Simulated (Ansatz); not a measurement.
Molecule: sum formula TaOBr, charge 0, multiplicity 3. The spin state was set by rule; other spins were not relaxed. 
Coordinates optimised at B3LYP-D3(BJ)/def2-TZVP (Ansatz, an electronic-structure program):
SMILES: [O]=[Ta][Br]
```xyz
3

Ta     0.6597    -0.2462     0.0118
O      1.3641     0.0423    -1.5219
Br    -1.6877     0.5039     0.3233
```
Charge 0, spin multiplicity 3.

Basis-set convergence of Hartree-Fock and CCSD(T) correlation energies (hartree) with Ansatz. Cores are frozen in the correlated levels unless marked. UHF or UKS for open shells. No spin-orbit coupling. The frozen core is the preceding noble-gas configuration, with the filled d and f shells of earlier blocks. Past Kr the def2 sets carry scalar-relativistic core potentials.

| basis | functions | E(HF) | E(corr, CCSD(T)) |
|---|---|---|---|
| def2-SVP | 78 | -2703.34609 | -0.44110 |
| def2-TZVPP | 135 | … | … |

Task: Fill in the missing entries.

Result: 
- def2-TZVPP, E(HF): -2703.78129
- def2-TZVPP, E(corr, CCSD(T)): -0.55696
